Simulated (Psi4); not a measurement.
C₃H₁₀OSi, triplet, at the geometry of the source list (a higher spin typed on purpose: for a closed-shell molecule this is an excited state); CCSD(T)/STO-3G (Psi4 1.11).

Input for Psi4:
```
memory 2 GB

molecule mol {
0 3
C    -0.235800    1.252900   -1.287700
Si   -0.182500    0.083400    0.219000
C    -0.982800   -1.592900   -0.170400
C     1.627500   -0.118800    0.787700
O    -1.110300    0.667100    1.437700
H     0.320500    0.851600   -2.127900
H     0.187200    2.226500   -1.054300
H    -1.257900    1.412600   -1.619100
H    -0.969100   -2.240400    0.700200
H    -0.464700   -2.105300   -0.974200
H    -2.018600   -1.467900   -0.468700
H     2.244300   -0.564600    0.014800
H     2.074900    0.837000    1.048100
H     1.690000   -0.757400    1.664200
H    -0.922700    1.516300    1.830600
}

set {
  basis sto-3g
  reference uhf
  freeze_core true
  mp2_type conv
  scf_type pk
  puream true
  d_convergence 1e-8
}

energy('ccsd(t)')
print_variables()
```

Q: What does Psi4 print? Leave out banner, timings and long lists.

A: 
```
   => Loading Basis Set <=

    Name: STO-3G
    Role: ORBITAL
    Keyword: BASIS

         ---------------------------------------------------------
                                   SCF
               by Justin Turney, Rob Parrish, Andy Simmonett
                          and Daniel G. A. Smith
                              UHF Reference
         ---------------------------------------------------------

  ==> Geometry <==

    Molecular point group: c1
    Full point group: C1

    Geometry (in Angstrom), charge = 0, multiplicity = 3:

       Center              X                  Y                   Z               Mass
    ------------   -----------------  -----------------  -----------------  -----------------
         C           -0.046268529583     1.172900065317    -1.510731620524    12.000000000000
         SI           0.007031470417     0.003400065317    -0.004031620524    27.976926534650
         C           -0.793268529583    -1.672899934683    -0.393431620524    12.000000000000
         C            1.817031470417    -0.198799934683     0.564668379476    12.000000000000
         O           -0.920768529583     0.587100065317     1.214668379476    15.994914619570
         H            0.510031470417     0.771600065317    -2.350931620524     1.007825032230
         H            0.376731470417     2.146500065317    -1.277331620524     1.007825032230
         H           -1.068368529583     1.332600065317    -1.842131620524     1.007825032230
         H           -0.779568529583    -2.320399934683     0.477168379476     1.007825032230
         H           -0.275168529583    -2.185299934683    -1.197231620524     1.007825032230
         H           -1.829068529583    -1.547899934683    -0.691731620524     1.007825032230
         H            2.433831470417    -0.644599934683    -0.208231620524     1.007825032230
         H            2.264431470417     0.757000065317     0.825068379476     1.007825032230
         H            1.879531470417    -0.837399934683     1.441168379476     1.007825032230
         H           -0.733168529583     1.436300065317     1.607568379476     1.007825032230

  Running in c1 symmetry.

  Rotational constants: A =      0.11213  B =      0.10934  C =      0.10059 [cm^-1]
  Rotational constants: A =   3361.54218  B =   3277.97519  C =   3015.59535 [MHz]
  Nuclear repulsion =  249.473803949504713

  Charge       = 0
  Multiplicity = 3
  Electrons    = 50
  Nalpha       = 26
  Nbeta        = 24

  ==> Algorithm <==

  SCF Algorithm Type is PK.
  DIIS enabled.
  MOM disabled.
  Fractional occupation disabled.
  Guess Type is SAD.
  Energy threshold   = 1.00e-08
  Density threshold  = 1.00e-08
  Integral threshold = 1.00e-12

  ==> Primary Basis <==

  Basis Set: STO-3G
    Blend: STO-3G
    Number of shells: 27
    Number of basis functions: 39
    Number of Cartesian functions: 39
    Spherical Harmonics?: true
    Max angular momentum: 1

  ==> Integral Setup <==

  Using in-core PK algorithm.
   Calculation information:
      Number of atoms:                  15
      Number of AO shells:              27
      Number of primitives:             81
      Number of atomic orbitals:        39
      Number of basis functions:        39

      Integral cutoff                 1.00e-12
      Number of threads:                 1

  Performing in-core PK
  Using 609180 doubles for integral storage.
  We computed 67776 shell quartets total.
  Whereas there are 71631 unique shell quartets.

  ==> DiskJK: Disk-Based J/K Matrices <==

    J tasked:                  Yes
    K tasked:                  Yes
    wK tasked:                  No
    Schwarz Cutoff:          1E-12

  Minimum eigenvalue in the overlap matrix is 2.2797056500E-01.
  Reciprocal condition number of the overlap matrix is 9.6453369301E-02.
    Using symmetric orthogonalization.

  ==> Pre-Iterations <==

  SCF Guess: Superposition of Atomic Densities via on-the-fly atomic UHF (no occupation information).

   -------------------------
    Irrep   Nso     Nmo
   -------------------------
     A         39      39
   -------------------------
    Total      39      39
   -------------------------

  ==> Iterations <==

                        Total Energy        Delta E     RMS |[F,P]|

   @UHF iter SAD:  -473.01926823516254   -4.73019e+02   0.00000e+00
   @UHF iter   1:  -476.95738061116816   -3.93811e+00   9.27476e-03 DIIS/ADIIS
   @UHF iter   2:  -477.11286847905569   -1.55488e-01   7.61371e-03 DIIS/ADIIS
   @UHF iter   3:  -477.17773015675368   -6.48617e-02   2.92027e-03 DIIS/ADIIS
   @UHF iter   4:  -477.20755412576193   -2.98240e-02   1.43406e-03 DIIS/ADIIS
   @UHF iter   5:  -477.21612042750479   -8.56630e-03   3.92463e-04 DIIS/ADIIS
   @UHF iter   6:  -477.21673329785403   -6.12870e-04   2.55675e-04 DIIS/ADIIS
   @UHF iter   7:  -477.21714510457889   -4.11807e-04   1.11561e-04 DIIS/ADIIS
   @UHF iter   8:  -477.21724639524206   -1.01291e-04   4.55155e-05 DIIS
   @UHF iter   9:  -477.21726108545704   -1.46902e-05   2.00236e-05 DIIS
   @UHF iter  10:  -477.21726385289736   -2.76744e-06   8.47327e-06 DIIS
   @UHF iter  11:  -477.21726430057538   -4.47678e-07   4.06746e-06 DIIS
   @UHF iter  12:  -477.21726441147831   -1.10903e-07   1.74139e-06 DIIS
   @UHF iter  13:  -477.21726442948165   -1.80033e-08   6.31165e-07 DIIS
   @UHF iter  14:  -477.21726443098959   -1.50794e-09   2.42865e-07 DIIS
   @UHF iter  15:  -477.21726443123907   -2.49486e-10   1.00849e-07 DIIS
   @UHF iter  16:  -477.21726443128762   -4.85443e-11   5.12458e-08 DIIS
   @UHF iter  17:  -477.21726443130291   -1.52909e-11   3.80697e-08 DIIS
   @UHF iter  18:  -477.21726443131683   -1.39266e-11   3.03547e-08 DIIS
   @UHF iter  19:  -477.21726443132940   -1.25624e-11   2.33775e-08 DIIS
   @UHF iter  20:  -477.21726443134247   -1.30740e-11   1.16330e-08 DIIS
   @UHF iter  21:  -477.21726443134605   -3.58114e-12   3.36692e-09 DIIS
  Energy and wave function converged.

  ==> Post-Iterations <==

[...]
  @UHF Final Energy:  -477.21726443134605
    Total Energy =                       -477.2172644313460523
[...]
     6        -0.283177798529932    2.263e-03    0.014723    0.000000    0.000000    0.000000
     7        -0.283199579930730    1.284e-03    0.014864    0.000000    0.000000    0.000000
     8        -0.283242539607711    8.333e-04    0.014984    0.000000    0.000000    0.000000
     9        -0.283239005915049    3.192e-04    0.015001    0.000000    0.000000    0.000000
    10        -0.283236490204362    1.301e-04    0.014998    0.000000    0.000000    0.000000
    11        -0.283235153678068    5.375e-05    0.015001    0.000000    0.000000    0.000000
    12        -0.283235854007012    2.117e-05    0.014999    0.000000    0.000000    0.000000
    13        -0.283235634192041    8.432e-06    0.015000    0.000000    0.000000    0.000000
    14        -0.283235485580383    3.527e-06    0.014999    0.000000    0.000000    0.000000
    15        -0.283235397223235    1.452e-06    0.015000    0.000000    0.000000    0.000000
    16        -0.283235374372039    6.867e-07    0.015000    0.000000    0.000000    0.000000
    17        -0.283235375306879    3.248e-07    0.015000    0.000000    0.000000    0.000000
    18        -0.283235378535328    1.859e-07    0.015000    0.000000    0.000000    0.000000
    19        -0.283235381300419    1.266e-07    0.015000    0.000000    0.000000    0.000000
    20        -0.283235381995536    9.222e-08    0.015000    0.000000    0.000000    0.000000

    Iterations converged.

    Largest TIA Amplitudes:
             16   0         0.0297626807
             16  10         0.0154004540
              5   2         0.0111999633
              7   0         0.0084727530
             16   7        -0.0079220138
             10   0         0.0054277518
             16   3        -0.0051668050
              1   0        -0.0051667815
              6   3         0.0040080745
             14   2        -0.0039733898

    Largest Tia Amplitudes:
             13   0        -0.0665859581
              5   1         0.0143446424
              4   5        -0.0122102285
              7   0         0.0110682234
             12   2        -0.0103564659
              6   2         0.0087144996
              2   0        -0.0074368031
              5   5         0.0061094935
              9   0         0.0060850682
             14   1         0.0053116347

    Largest TIJAB Amplitudes:
     16   4   3   1        -0.0098022175
     16   5   3   2         0.0082209475
     16   6   3   1         0.0081127024
     16  14   2   0        -0.0081029872
     16   5   2   1         0.0073170655
     16  14  10   2        -0.0072738241
      6   4   3   1        -0.0070361088
     16  12  10   3        -0.0064318170
     16   7   1   0        -0.0059258876
     16   4  10   1        -0.0058651900

    Largest Tijab Amplitudes:
     13  12   2   0        -0.0174288144
     13  12   1   0         0.0138159823
     13   4   5   0        -0.0133356291
     12   4   5   1        -0.0093905975
     13   5   1   0         0.0092213478
     12   4   5   2         0.0082425660
      4   0   5   1        -0.0081871246
     13   0   2   0         0.0072610574
     13   0   1   0        -0.0071969910
     13   4   1   0         0.0070878463

    Largest TIjAb Amplitudes:
     16  13   0   0        -0.0421575790
      4   4   3   5        -0.0397793209
     14  13   2   4        -0.0390781394
     12  10   5   7         0.0350892940
      4   4   1   5         0.0335294992
     15  14   1   3        -0.0325351005
     11   9   4   6        -0.0313118159
     14  13   2   0        -0.0304340686
     14  13   0   1        -0.0299467906
     15  14   0   1        -0.0281402424

    SCF energy       (wfn)                    = -477.217264431346052
    Reference energy (file100)                = -477.217264431344859

    Opposite-spin MP2 correlation energy      =   -0.188097374670283
    Same-spin MP2 correlation energy          =   -0.021793126844858
    Singles MP2 correlation energy            =   -0.000000000000000
    MP2 correlation energy                    =   -0.209890501515142
      * MP2 total energy                      = -477.427154932859992

    Opposite-spin CCSD correlation energy     =   -0.264379976748736
    Same-spin CCSD correlation energy         =   -0.018855405246800
    Singles CCSD correlation energy           =   -0.000000000000000
    CCSD correlation energy                   =   -0.283235381995536
      * CCSD total energy                     = -477.500499813340411

            **************************
            *                        *
            *        CCTRIPLES       *
            *                        *
            **************************

    Wave function   =    CCSD_T
    Reference wfn   =      UHF

    Nuclear Rep. energy (wfn)                =  249.473803949504713
    SCF energy          (wfn)                = -477.217264431346052
    Reference energy    (file100)            = -477.217264431344859
    CCSD energy         (file100)            =   -0.283235381995536
    Total CCSD energy   (file100)            = -477.500499813340411

    Number of ijk index combinations:
    Spin Case AAA:                                 680
    Spin Case BBB:                                 455
    Spin Case AAB:                                2040
    Spin Case ABB:                                1785
    AAA (T) energy                             =   -0.000025848251608
    BBB (T) energy                             =   -0.000039457225833
    AAB (T) energy                             =   -0.001089160043011
    ABB (T) energy                             =   -0.001239338771499
    (T) energy                                   =   -0.002393804291952
      * CCSD(T) total energy                     = -477.502893617632367

  Variable Map:
  ----------------------------------------------------------------------------
[...]
  Array Variable Map:
  ----------------------------------------------------------------------------
[...]
[...]
```
